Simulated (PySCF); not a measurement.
C5H6F3OP.
SMILES with atom numbers: `[O:1]=[P@@H:2]([C:3]([F:4])=[C:5]([F:6])[F:7])[CH:8]1[CH2:9][CH2:10]1`

Definitions: NICS(0) = −σiso at the ring centroid; NICS(1) = −σiso and NICS(1)zz = −σzz at ±1 Å along the ring normal z. Level: GIAO PBE0/pcSseg-1 (PySCF, non-relativistic, gas phase) on the PBE0-D3(BJ)/def2-SVP geometry, one conformer.

Ring bond lengths (Å), with Mayer bond orders in brackets: C8–C9 1.507 (0.94), C9–C10 1.491 (0.98), C10–C8 1.507 (0.93).

**Question.** Give the NICS values of each ring in ppm.

**Answer.** 
```csv
ring,type,NICS(0),"NICS(1), two faces","NICS(1)zz, two faces",rms pucker (Å),"centre to ring atoms, mean (Å)"
C8–C9–C10,3-membered carbocycle; formal bonds all single,-45.0,-8.3 / -9.5,-23.8 / -25.0,0.00,0.87
```

**Question.** What can be read from them?

**Answer.** 
- C8–C9–C10: mean NICS(1)zz -24.4 ppm, shielded. C8, C9, C10 have four or more neighbours; no verdict on aromaticity is drawn. NICS(0) lies 36 ppm below the mean NICS(1).

**Question.** Give the inner angles of the rings and the Hirshfeld charges of the ring atoms.

**Answer.** 
- C8–C9–C10: C8 59.3° (-0.097 e), C9 60.3° (-0.076 e), C10 60.4° (-0.078 e); sum 180.0° against 180° for a flat convex ring.

**Question.** How do the values depend on the level or the medium?

**Answer.** 
| level | NICS(0), C8–C9–C10 | mean NICS(1)zz, C8–C9–C10 |
| --- | --- | --- |
| PBE0/pcSseg-1, gas | -45.0 | -24.4 |
| PBE0/pcSseg-1, IEF-PCM benzene | -45.1 | -24.4 |
| PBE0/pcSseg-1, IEF-PCM dimethylsulfoxide | -45.2 | -24.5 |

The geometry is the same throughout; the continuum's cavity takes Bondi-type radii × 1.2.

Shape of the structure used: `[O:1]=[P@@H:2]([C:3]([F:4])=[C:5]([F:6])[F:7])[CH:8]1[CH2:9][CH2:10]1`: O1–P2–C3–F4 178°, O1–P2–C8–C9 30°.
